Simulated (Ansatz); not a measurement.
C7H16O (`CCCC(O)CCC`), relaxed with RKS PBE-D4/def2-SVP in Ansatz from a rough embedded geometry. The force threshold is 0.03 eV/Å; the program also tests the step.

Total charge 0; spin multiplicity 1.

Start:

```xyz
24

C    -3.479    0.115    0.600
C    -1.964    0.154    0.760
C    -1.306    0.891   -0.406
C     0.228    1.001   -0.313
O     0.634    1.758    0.805
C     0.917   -0.370   -0.343
C     2.432   -0.235   -0.484
C     3.129   -1.589   -0.443
H    -3.753   -0.406   -0.314
H    -3.884    1.124    0.552
H    -3.939   -0.400    1.441
H    -1.722    0.658    1.699
H    -1.587   -0.870    0.816
H    -1.710    1.905   -0.451
H    -1.557    0.388   -1.342
H     0.575    1.585   -1.174
H     0.394    1.271    1.601
H     0.519   -0.950   -1.177
H     0.694   -0.909    0.582
H     2.661    0.265   -1.428
H     2.807    0.399    0.322
H     4.205   -1.467   -0.540
H     2.925   -2.098    0.496
H     2.781   -2.221   -1.258
```

| step | energy (eV) | largest force (eV/Å) | largest move (Å) |
| --- | --- | --- | --- |
| 1 | -9548.0357 | 0.838 | 0.000 |
| 2 | -9548.1661 | 0.292 | 0.070 |
| 3 | -9548.1810 | 0.152 | 0.042 |
| 4 | -9548.1823 | 0.059 | 0.015 |
| 5 | -9548.1829 | 0.008 | 0.018 |

End:

```xyz
24

C    -3.520    0.144    0.646
C    -1.994    0.153    0.747
C    -1.319    0.885   -0.418
C     0.215    0.990   -0.335
O     0.629    1.755    0.798
C     0.934   -0.367   -0.391
C     2.458   -0.243   -0.475
C     3.185   -1.586   -0.424
H    -3.857   -0.365   -0.281
H    -3.928    1.176    0.620
H    -3.987   -0.380    1.504
H    -1.696    0.639    1.704
H    -1.622   -0.894    0.806
H    -1.723    1.920   -0.476
H    -1.593    0.389   -1.376
H     0.554    1.590   -1.209
H     0.402    1.232    1.589
H     0.549   -0.950   -1.258
H     0.662   -0.960    0.513
H     2.725    0.295   -1.411
H     2.797    0.415    0.354
H     4.285   -1.460   -0.492
H     2.971   -2.127    0.522
H     2.873   -2.250   -1.257
```

Run time 10 s (4 threads of an AMD EPYC 7R13 on a shared host and a share of an NVIDIA H100 80 GB); peak host memory 0.85 GiB.
